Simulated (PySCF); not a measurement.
Computed IR spectrum (relative IR intensity) of a molecule C2H4F2Si. The structure is a stationary point at TPSSh-D3(BJ)/def2-SVP. One conformer was computed; it need not be the lowest. The numbers are results of TPSSh-D3(BJ)/def2-SVP in PySCF, not measurements. Frequencies are harmonic and unscaled.

Lines under 2 % of the strongest are left out, and lines within 2 cm⁻¹ are merged.

ν (cm⁻¹): 388 (w), 651 (vw), 681 (m), 858 (w), 906 (m), 930 (vs), 939 (m), 985 (s), 1228 (m), 1384 (vw), 1695 (w), 2293 (m), 2297 (s) (against the strongest line: vs over 80 %, s over 45 %, m over 15 %, w over 4 %, vw less)

### Question
Which molecule gave these data?
A. FC(F)=C[SiH3]
B. C=C(F)[SiH2]F
C. C=C[SiH](F)F
D. F/C=C(/F)[SiH3]

### Answer
B, C=C(F)[SiH2]F
